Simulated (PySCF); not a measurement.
Vertical excitations of a molecule C5H5FO from TDDFT-PBE/def2-SVPD in PySCF, as energy in eV (oscillator strength): 3.45 (0.000), 5.28 (0.187), 5.82 (0.001), 6.16 (0.000), 6.29 (0.004), 6.56 (0.011), 6.64 (0.000), 6.67 (0.001), 6.78 (0.063), 7.13 (0.003). Lowest triplet (TDA): 3.02 eV. Geometry: PBE0-D3(BJ)/def2-SVP. The values are those of a single conformer.

Question: Identify the compound among the candidates.
A) C=C1C(=O)C[C@@H]1F
B) O=C1CCC=C1F
C) C=C=C1OC[C@H]1F
D) F/C=C1/C=CCO1

Answer: B, O=C1CCC=C1F
